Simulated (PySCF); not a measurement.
C2H7NSi2. Atoms are numbered in the order given.

```xyz
12

Si     1.7364     0.7164     0.2988
C      0.3784    -0.5852     0.1912
N     -0.6679    -0.3571     1.2410
C     -1.7334    -0.0721     0.5758
Si    -0.9756    -0.3338    -1.1294
H      1.1224     2.0674     0.1387
H      2.4582     0.6546     1.6016
H      2.7090     0.4928    -0.8131
H      0.8243    -1.5896     0.2855
H     -2.6717     0.1795     1.0896
H     -1.4289    -1.5327    -1.8914
H     -0.8603     0.8169    -2.0726
```

The structure is a stationary point at ωB97X-D3(BJ)/def2-SVP. The structure was generated by enumeration; whether it is a known compound was not checked.

The numbers are results of PBE/def2-TZVP (PySCF), not measurements.

ESP charges are fitted to the potential on shells at 1.4 to 2.0 van der Waals radii. Atomic charges (e):

```tsv
atom	Mulliken	ESP fit	meta-Löwdin
Si1	[?]	0.00	0.43
C2	-0.12	0.16	-0.43
N3	-0.13	-0.44	-0.20
C4	[?]	0.12	-0.20
Si5	0.14	0.02	0.52
H6	[?]	0.00	-0.08
H7	[?]	-0.01	-0.07
H8	[?]	-0.03	-0.08
H9	[?]	0.09	0.14
H10	0.12	0.10	0.12
H11	-0.01	-0.01	-0.07
H12	-0.01	0.00	-0.07
```

Task: Fill in the missing entries. (Estimate from the structure and the level; the computed values follow.)

Result: 
- Si1, Mulliken: 0.12
- C4, Mulliken: -0.14
- H6, Mulliken: -0.02
- H7, Mulliken: -0.02
- H8, Mulliken: -0.03
- H9, Mulliken: 0.11

Computed Mayer and Wiberg (Löwdin basis) orders of the bonds:
```tsv
bond	Mayer	Wiberg
Si1–C2	0.98	1.16
C2–N3	0.91	1.23
N3–C4	1.85	2.22
C2–Si5	0.95	1.06
C4–Si5	0.98	1.11
Si1–H6	0.94	0.94
Si1–H7	0.94	0.95
Si1–H8	0.94	0.95
C2–H9	0.90	0.82
C4–H10	0.92	0.90
Si5–H11	0.92	0.92
Si5–H12	0.92	0.93
```
